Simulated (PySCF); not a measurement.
A side-by-side comparison of computed properties.

First species: ethanethiol, C2H6S.
SMILES: `CCS`

Second species: C5H4O2S.
SMILES: `CC(=S)C#CC(=O)O`

Levels: PBE0/def2-SVPD for dipole moment, HOMO energy, LUMO energy, HOMO–LUMO gap, static isotropic polarisability and electronic spatial extent ⟨r²⟩ about the centre of nuclear charge; TDDFT PBE0/def2-SVPD for lowest singlet excitation; TDA PBE0/def2-SVPD for lowest triplet excitation (Tamm–Dancoff); GFN2-xTB for rotational constant A and rotational constant C. Geometries: GFN2-xTB. Each structure is a single optimised conformer of the isolated species, non-relativistic unless stated. Electronic properties by PySCF.

The conformers computed, where there is a choice (atom-mapped SMILES and torsion angles):
- `[CH3:1][CH2:2][SH:3]`: H–S3–C2–C1 -60°
- `[CH3:1][C:2](=[S:3])[C:4]#[C:5][C:6](=[O:7])[OH:8]`: H–O8–C6–C5 180°

Values for the first species:

| Quantity | Value |
| --- | --- |
| Dipole moment | 1.78 D |
| HOMO energy | -6.81 eV |
| LUMO energy | 0.26 eV |
| HOMO–LUMO gap | 7.07 eV |
| Lowest singlet excitation | 5.49 eV |
| Lowest triplet excitation (Tamm–Dancoff) | 5.05 eV |
| Static isotropic polarisability | 48.2 au |
| Electronic spatial extent ⟨r²⟩ about the centre of nuclear charge | 297 bohr² |
| Rotational constant A | 28.517 GHz |
| Rotational constant C | 4.903 GHz |

(1) Estimate the same properties for the second species, and the change in each.

## Answers

(1) 
```json
{"property": "dipole moment", "first": "1.78 D", "second": "2.44 D", "second less first": "+0.66 D"}
{"property": "HOMO energy", "first": "-6.81 eV", "second": "-6.94 eV", "second less first": "-0.13 eV"}
{"property": "LUMO energy", "first": "0.26 eV", "second": "-3.20 eV", "second less first": "-3.46 eV"}
{"property": "HOMO–LUMO gap", "first": "7.07 eV", "second": "3.74 eV", "second less first": "-3.33 eV"}
{"property": "lowest singlet excitation", "first": "5.49 eV", "second": "2.09 eV", "second less first": "-3.40 eV"}
{"property": "lowest triplet excitation (Tamm–Dancoff)", "first": "5.05 eV", "second": "1.61 eV", "second less first": "-3.44 eV"}
{"property": "static isotropic polarisability", "first": "48.2 au", "second": "97.3 au", "second less first": "+49.1 au"}
{"property": "electronic spatial extent ⟨r²⟩ about the centre of nuclear charge", "first": "297 bohr²", "second": "1668 bohr²", "second less first": "+1371 bohr²"}
{"property": "rotational constant A", "first": "28.517 GHz", "second": "3.954 GHz", "second less first": "-24.563 GHz"}
{"property": "rotational constant C", "first": "4.903 GHz", "second": "0.648 GHz", "second less first": "-4.255 GHz"}
```

On the first: The vertical singlet–triplet gap S1 − T1 is 0.44 eV (TDDFT singlet less Tamm–Dancoff triplet; S1: HOMO→LUMO, weight 0.92; T1: HOMO→LUMO, weight 0.83). No computed singlet falls in the visible range (750 to 380 nm, 1.65 to 3.26 eV); S1 lies 2.23 eV above its blue end.

On the second: S1 lies 1.65 eV below the HOMO–LUMO gap; its leading configuration is HOMO→LUMO, weight 0.99. 1 of the 6 computed singlets lies in the visible range (750 to 380 nm, 1.65 to 3.26 eV), with an oscillator strength of 0.000.
